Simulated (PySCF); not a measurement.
# One molecule, several mistakes: F2HOSi anion

Calculated results; nothing here was measured. The program is PySCF 2.14.0, an open-source quantum chemistry code, run on an isolated molecule that a program drew, which may never have been made. The molecule is F2HOSi anion (charge -1, singlet), drawn as the SMILES string `[O-][SiH](F)F`.

Each row is a Hartree-Fock (HF) and frozen-core CCSD(T) single point in the aug-cc-pV(D+d)Z basis, meant for a local HF minimum. Run 1 is clean. Each other run has one planted mistake out of seven kinds, and not every kind appears here: one electron removed, one electron added, multiplicity raised by two, geometry at a saddle point, minimal basis STO-3G, one bond length entered in bohr, all coordinates scaled. The reference is restricted for singlets and unrestricted otherwise, and also for a bond in bohr. Adding or removing an electron swaps singlet and doublet. Electrons count all cores. HOMO and LUMO are orbital energies over both spins, the gradient is its largest component, and the lowest frequency (negative if imaginary) is given only where the gradient is small. Bond lengths are over the 4 bonds as drawn. T1 is the CCSD diagnostic: over 0.02 (restricted) or 0.045 (unrestricted) a single reference is doubtful.

Geometry of the clean run:
```xyz
5
F2HOSi anion, angstrom
O     2.2456    0.9135    1.7971
Si    1.6380    0.8967    0.3920
F     2.6662    1.1499   -0.8539
F     0.9853   -0.5169   -0.1071
H     0.5454    1.8629    0.0892
```

| run | electrons | basis functions | <S^2> | HOMO (eV) | LUMO (eV) | gradient (hartree/bohr) | lowest frequency (cm^-1) | mean bond (Å) | longest bond (Å) | T1 | HF (hartree) | CCSD(T) (hartree) | mistake |
|---|---|---|---|---|---|---|---|---|---|---|---|---|---|
| 1 | 42 | 110 | 0.000 | -5.96 | 4.77 | 1.5e-05 | 323 | 1.5727 | 1.635 | 0.0167 | -563.50642 | -564.26082 | no fault |
| 2 | 42 | 110 | 2.006 | 1.17 | 3.19 | 1.5e-01 | - | 1.5727 | 1.635 | 0.0230 | -563.35275 | -564.05348 | multiplicity raised by two |
| 3 | 41 | 110 | 0.756 | -14.80 | -0.98 | 1.7e-01 | - | 1.5727 | 1.635 | 0.0188 | -563.39679 | -564.09000 | one electron removed |
| 4 | 42 | 110 | 0.000 | -5.97 | 4.76 | 2.2e-02 | - | 1.5963 | 1.660 | 0.0171 | -563.50502 | -564.26303 | all coordinates scaled |
| 5 | 42 | 110 | 0.000 | -6.89 | 4.07 | 2.9e-02 | - | 1.9364 | 3.090 | 0.0245 | -563.35555 | -564.13049 | ? |
| 6 | 42 | 25 | 0.000 | 1.57 | 21.68 | 3.1e-02 | - | 1.5727 | 1.635 | 0.0152 | -555.93639 | -556.05577 | ? |

**Which mistake was planted in run 5, and what did it cost?**

The mean bond changes by a factor of 1.231 and the longest by 1.890, so the molecule wasn't scaled as a whole. A length L in bohr read as angstrom grows by (1/0.5292 - 1) L = 0.890 L. The 4 bonds together grew by 4 x 0.3637 = 1.455 Å, which gives L = 1.635 Å. That is the length of one of the F-Si bonds, 1.635 Å in the clean geometry. So the mistake is: one bond length entered in bohr. Subtracting run 1 and multiplying by 627.51 kcal/mol a hartree, the energy moved by 94.7 kcal/mol in HF and 81.8 kcal/mol in CCSD(T).

**Which mistake was planted in run 6, and what did it cost?**

It has 25 basis functions where the clean run has 110, with the same electrons and geometry. So the mistake is: minimal basis STO-3G. Subtracting run 1 and multiplying by 627.51 kcal/mol a hartree, the energy moved by 4750.3 kcal/mol in HF and 5148.7 kcal/mol in CCSD(T).

Cautions from the logs. Run 2: the HOMO is above zero, so the electron isn't bound and the energy depends on the basis; run 6: the HOMO is above zero, so the electron isn't bound and the energy depends on the basis.
